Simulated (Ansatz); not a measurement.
CH$_{5}$AlSeSi, SMILES `[SeH][SiH]1[CH2][AlH]1`, relaxed with RKS PBE0-D4/def2-TZVP in Ansatz 0.2.0 from a PBE-D4/def2-SVP geometry. The force threshold is 0.005 eV/Å; the program also tests the step.

Total charge 0; spin multiplicity 1.

Start:

```xyz
9

Se   -1.715    1.632    1.553
Si    0.174    0.734    0.572
C     0.169   -0.121   -1.155
Al    1.143   -1.351    0.054
H    -2.350    0.304    1.754
H     1.148    1.885    0.562
H     0.383    0.420   -2.098
H    -0.780   -0.703   -1.290
H     1.828   -2.798    0.049
```

| step | energy (eV) | largest force (eV/Å) | largest move (Å) |
| --- | --- | --- | --- |
| 1 | -80927.4900 | 0.451 | 0.000 |
| 2 | -80927.5219 | 0.156 | 0.036 |
| 3 | -80927.5251 | 0.031 | 0.011 |
| 4 | -80927.5251 | 0.013 | 0.006 |
| 5 (rejected) | -80927.5251 | 0.028 | 0.006 |
| 6 | -80927.5252 | 0.003 | 0.003 |

End:

```xyz
9

Se   -1.694    1.602    1.529
Si    0.180    0.727    0.559
C     0.162   -0.119   -1.143
Al    1.119   -1.342    0.050
H    -2.325    0.293    1.736
H     1.139    1.866    0.552
H     0.386    0.409   -2.069
H    -0.785   -0.673   -1.272
H     1.817   -2.763    0.059
```

Run time 23 s (4 threads of an Arm Neoverse V1 on a shared host); peak host memory 0.53 GiB.
